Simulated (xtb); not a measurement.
OZn (SMILES [O]=[Zn]), singlet, geometry from GFN2-xTB (such geometries of metal compounds can be far from the true shape); GFN0-xTB in xtb 6.7.1.

The xtb input:
```
$ xtb mol.xyz --gfn 0 --json

# file mol.xyz
2

Zn    -0.00000000    -0.00000000    -0.33822725
O      0.00000000     0.00000000     1.26835217
```

Task: What does xtb print? Leave out banner, timings and long lists.

Result: 
```
   ID    Z sym.   atoms
    1   30 Zn     1
    2    8 O      2

           -------------------------------------------------
          |                Calculation Setup                |
           -------------------------------------------------

           -------------------------------------------------
          |                 G F N 0 - x T B                 |
           -------------------------------------------------

          ...................................................
          :                      SETUP                      :
          :.................................................:
          :  # basis functions                   8          :
          :  # atomic orbitals                   8          :
          :  # shells                            4          :
          :  # electrons                         8          :
          :  electronic temp.          300.0000000     K    :
          :  accuracy                    1.0000000          :
          :  -> integral cutoff          0.2500000E+02      :
          :  -> integral neglect         0.1000000E-07      :
          ...................................................

         :::::::::::::::::::::::::::::::::::::::::::::::::::::
         ::                     SUMMARY                     ::
         :::::::::::::::::::::::::::::::::::::::::::::::::::::
         :: total energy              -4.011180637938 Eh    ::
         :: gradient norm              0.032965584275 Eh/a0 ::
         :: HOMO-LUMO gap              2.732547742372 eV    ::
         ::.................................................::
         :: H0 energy                 -4.013195292222 Eh    ::
         :: repulsion energy           0.011496333353 Eh    ::
         :: electrostat energy        -0.009267861475 Eh    ::
         :: -> Gsolv                   0.000000000000 Eh    ::
         ::    -> Gsasa                0.000000000000 Eh    ::
         ::    -> Gshift               0.000000000000 Eh    ::
         :: dispersion energy         -0.000213817595 Eh    ::
         :: short-range corr.          0.000000000000 Eh    ::
         :: add. restraining           0.000000000000 Eh    ::
         :: total charge              -0.000000000000 e     ::
         :::::::::::::::::::::::::::::::::::::::::::::::::::::

           -------------------------------------------------
          |                Property Printout                |
           -------------------------------------------------

    * Orbital Energies and Occupations

         #    Occupation            Energy/Eh            Energy/eV
      -------------------------------------------------------------
         1        2.0000           -0.6784201             -18.4608
         2        2.0000           -0.4500596             -12.2467
         3        2.0000           -0.4390590             -11.9474
         4        2.0000           -0.4390590             -11.9474 (HOMO)
         5                         -0.3386397              -9.2149 (LUMO)
         6                         -0.0784496              -2.1347
         7                         -0.0784496              -2.1347
         8                          0.1518079               4.1309
      -------------------------------------------------------------
                  HL-Gap            0.1004193 Eh            2.7325 eV
             Fermi-level            0.0000000 Eh            0.0000 eV

     #   Z          covCN         q      C6AA      α(0)
     1  30 Zn       0.740    -0.110   335.753    43.938
     2   8 O        0.740     0.110    13.697     4.964

 Mol. C6AA /au·bohr⁶  :        467.858940
 Mol. C8AA /au·bohr⁸  :      31153.478935
 Mol. α(0) /au        :         48.902585

Wiberg/Mayer (AO) data.
largest (>0.10) Wiberg bond orders for each atom

 ---------------------------------------------------------------------------
     #   Z sym  total        # sym  WBO       # sym  WBO       # sym  WBO
 ---------------------------------------------------------------------------
     1  30 Zn   1.161 --     2 O    1.161
     2   8 O    1.161 --     1 Zn   1.161
 ---------------------------------------------------------------------------

Topologies differ in total number of bonds
Writing topology from bond orders to xtbtopo.mol

 dipole moment from electron density (au)
     X       Y       Z
  -0.0000  -0.0000  -4.7177  total (Debye):   11.991

           -------------------------------------------------
          | TOTAL ENERGY               -4.011180637938 Eh   |
          | GRADIENT NORM               0.032965584275 Eh/α |
          | HOMO-LUMO GAP               2.732547742372 eV   |
           -------------------------------------------------

normal termination of xtb
```
